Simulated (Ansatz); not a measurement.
Cost and result for the atomization energy of CH7FOSi2, SMILES `FCO[SiH2][SiH3]` (12 atoms, 11 bonds).

```csv
atom,x (Å),y (Å),z (Å)
F1,1.988,0.933,-0.965
C2,1.142,1.530,-0.054
O3,0.935,0.710,1.021
Si4,0.259,-0.810,0.922
Si5,-1.511,-0.886,-0.621
H6,1.622,2.449,0.292
H7,0.209,1.749,-0.591
H8,1.288,-1.819,0.555
H9,-0.224,-1.100,2.295
H10,-1.034,-0.638,-2.008
H11,-2.552,0.124,-0.287
H12,-2.122,-2.241,-0.558
```

The species carries charge 0 and has multiplicity 1. The structure was optimised at the PBE0-D4/def2-TZVP level. It is one conformer, not always the lowest. Program: Ansatz. All runs use 4 threads of an Arm Neoverse V1 on a shared host. Times are those of one run each, without the atoms' runs, and a repeat can differ threefold. Electronic energies, without spin–orbit coupling; frozen cores. CCSD(T)/CBS adds CCSD(T) − MP2 in def2-TZVPP to the MP2 limit, and its time is that of the two runs behind it. T1 = 0.013. B3LYP takes the VWN-RPA correlation (the form of Gaussian; ORCA's B3LYP/G).

CCSD(T)/CBS is a level of theory with its own doubt, some kJ/mol a heavy atom from the limit and from the frozen cores, so smaller differences don't rank the functionals.

```json
{"level": "PBE-D4/def2-TZVPP (with forces)", "functions": "275", "wall time": "2.8 s"}
{"level": "PBE0-D4/def2-TZVPP", "functions": "275", "wall time": "3.4 s"}
{"level": "r2SCAN-D4/def2-TZVPP (with forces)", "functions": "275", "wall time": "5.5 s"}
{"level": "B3LYP-D4/def2-TZVPP (with forces)", "functions": "275", "wall time": "5.5 s"}
{"level": "B2PLYP/def2-TZVPP", "functions": "275", "wall time": "6.5 s"}
{"level": "ωB97X-V/def2-TZVPP", "functions": "275", "wall time": "9.5 s"}
{"level": "ωB97M-V/def2-TZVPP (with forces)", "functions": "275", "wall time": "13 s"}
{"level": "MP2/def2-QZVPP", "functions": "521", "wall time": "29 s"}
{"level": "CCSD(T)/def2-TZVPP", "functions": "275", "wall time": "3.6 min"}
{"level": "CCSD(T)/CBS(def2)", "functions": "–", "wall time": "4.1 min"}
```

**Question.** What atomization energy does each give, and how far from CCSD(T)/CBS? (An estimate is asked.)

**Answer.** Computed: 
```tsv
level	atomization (kJ/mol)	difference from CCSD(T)/CBS	per bond
PBE-D4/def2-TZVPP (with forces)	4078.8	19.4	1.8
PBE0-D4/def2-TZVPP	4017.7	-41.7	-3.8
r2SCAN-D4/def2-TZVPP (with forces)	4055.5	-3.9	-0.4
B3LYP-D4/def2-TZVPP (with forces)	4044.8	-14.6	-1.3
B2PLYP/def2-TZVPP	3997.8	-61.6	-5.6
ωB97X-V/def2-TZVPP	4080.6	21.2	1.9
ωB97M-V/def2-TZVPP (with forces)	4057.2	-2.2	-0.2
MP2/def2-QZVPP	4051.9	-7.5	-0.7
CCSD(T)/def2-TZVPP	3951.1	-108.3	-9.8
CCSD(T)/CBS(def2)	4059.4	0.0	0.0
```

From PBE to PBE0 (25 % exact exchange), in def2-TZVPP and without D4, the atomization energy moves by −57.5 kJ/mol: exact exchange takes away binding that semilocal exchange gives to molecules. In def2-TZVPP, CCSD(T) changes the Hartree–Fock value by +977.6 kJ/mol (the triples alone add +50.5 kJ/mol) and MP2 by +1013.7 kJ/mol; breaking electron pairs costs correlation energy, which Hartree–Fock lacks. The D4 term adds +39.5 kJ/mol with B3LYP and +21.0 kJ/mol with PBE0; it sums over pairs of atoms, weighted by their polarisabilities, and B3LYP, whose exchange is more repulsive, gets the larger term.
